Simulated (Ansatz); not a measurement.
Ansatz (a first-principles code) input (B3LYP/LANL2DZ): The .json file is the Basis Set Exchange's LANL2DZ.

Ansatz 0.2 input:
```yaml
crystal:
  periodic: [false, false, false]
  atoms:
    - {symbol: C, position_ang: [-1.78375000, -0.45640200, -0.01709600]}
    - {symbol: Ge, position_ang: [-0.05727300, 0.30278300, -0.05746500]}
    - {symbol: C, position_ang: [1.68113100, -0.74218800, 0.22631100]}
    - {symbol: H, position_ang: [-1.91824300, -1.20853500, -0.80332100]}
    - {symbol: H, position_ang: [-2.01613500, -0.89205800, 0.96175200]}
    - {symbol: H, position_ang: [0.26232100, 1.00478400, -1.43270300]}
    - {symbol: H, position_ang: [0.12655500, 1.44370200, 1.01525900]}
    - {symbol: H, position_ang: [1.66583600, -1.21768900, 1.21129600]}
    - {symbol: H, position_ang: [2.56577600, -0.09808500, 0.15988700]}
    - {symbol: H, position_ang: [1.76233100, -1.52964600, -0.52857000]}
basis:
  gaussian:
    orbitals: LANL2DZ.json
hamiltonian:
  xc: {name: B3LYP}
total_charge: -1
relax: {f_tol: 0.003, max_steps: 120}
```

From the output:

```
the calculation of the forces begins
reference -2289.32865198 eV, -84.1312761977 hartree; 12, 12 occupied and 28, 28 virtual orbitals, 558 factors
relax step  10: F+E_penalty+E_count = -2289.32841129 eV  Δ(F+E_penalty+E_count) = -7.875e-6 eV  max|allowed force component| = 3.841e-3 eV/Å  Δτ_max = 0.0006 Å  (17 SCF iters, accepted)
these checks for a lower state are left out or cut short: starts, cluster_reference, orbital_swaps, neighbouring_geometries, increment
integrals: 0.01 GiB planned
558 factors; integrals over basis functions are off by at most 3.2e-4 eV
mean field: 0.11 GiB planned
mean field -2289.32841294 eV, -84.1312674129 hartree, gradient 2.4e-5 eV, S^2 0.000000; 0 other end points of the search recorded, 0 dependent functions left out
the calculation of the forces begins
reference -2289.32865362 eV, -84.1312762577 hartree; 12, 12 occupied and 28, 28 virtual orbitals, 558 factors
relax step  11: F+E_penalty+E_count = -2289.32841294 eV  Δ(F+E_penalty+E_count) = -1.643e-6 eV  max|allowed force component| = 1.422e-3 eV/Å  Δτ_max = 0.0009 Å  (18 SCF iters, accepted)
integrals: 0.01 GiB planned
558 factors; integrals over basis functions are off by at most 3.2e-4 eV
mean field: 0.11 GiB planned
mean field evaluation 96: about -2289.3284 eV, gradient 1.9e-2 eV
mean field -2289.32841294 eV, -84.1312674129 hartree, gradient 2.4e-5 eV, S^2 0.000000; 1 other end points of the search recorded, 0 dependent functions left out
the calculation of the forces begins
reference -2289.32865362 eV, -84.1312762577 hartree; 12, 12 occupied and 28, 28 virtual orbitals, 558 factors
Total energy: -2289.32865362 eV, -84.1312762577 hartree
Atom 0 at    -1.703774    -0.583725     0.010168 Å, force    -0.001422    -0.000805     0.000065 eV/Å
Atom 1 at    -0.048992     0.269301    -0.051002 Å, force     0.000163     0.000680    -0.000113 eV/Å
Atom 2 at     1.727658    -0.732412     0.227139 Å, force    -0.000468     0.000901    -0.000187 eV/Å
Atom 3 at    -2.076444    -1.140432    -0.852554 Å, force     0.000501     0.000085    -0.000750 eV/Å
Atom 4 at    -2.177364    -0.814167     0.967094 Å, force     0.000419     0.000350     0.000724 eV/Å
Atom 5 at     0.275440     0.969404    -1.437077 Å, force     0.000039    -0.000106     0.000268 eV/Å
Atom 6 at     0.138447     1.412287     1.032997 Å, force     0.000066    -0.000192    -0.000209 eV/Å
Atom 7 at     1.733990    -1.207194     1.220710 Å, force    -0.000056    -0.000479     0.000638 eV/Å
Atom 8 at     2.588298    -0.044640     0.151554 Å, force     0.000753     0.000239    -0.000001 eV/Å
Atom 9 at     1.831290    -1.521754    -0.533677 Å, force     0.000004    -0.000671    -0.000434 eV/Å
Dipole moment:     0.728706     0.011391     0.038372 e Å
```

The dipole moment of an ion depends on the origin.

The geometry given is a B3LYP-D3(BJ)/def2-TZVP minimum.
